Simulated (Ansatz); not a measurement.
VOF₂, SMILES [O]=[V]([F])[F] (connectivity only; charge and spin as stated), neutral, multiplicity 2.

The structure is a stationary point at B3LYP-D3(BJ)/def2-SVP. The geometry has at least one imaginary mode, so it is a saddle point at that level. The spin state was assumed, not searched.

Two levels are set side by side: PBE/def2-SVPD (Ansatz, an electronic-structure program) and CAM-B3LYP/def2-SVPD (Ansatz). Energy differences of separate SCF runs at the same geometry; the states with an electron removed or added have multiplicity 1 and 3. Differences are taken from unrounded values.

| quantity | PBE |
|---|---|
| vertical ionisation energy (eV) | 10.12 |
| vertical electron affinity (eV) | 1.43 |

Question: These are the PBE values. What does CAM-B3LYP give? (The exact figures need the calculation; the answer reports its results.)

Answer: 
```csv
quantity,CAM-B3LYP,PBE minus CAM-B3LYP
vertical ionisation energy (eV),11.30,-1.18
vertical electron affinity (eV),2.07,-0.64
```
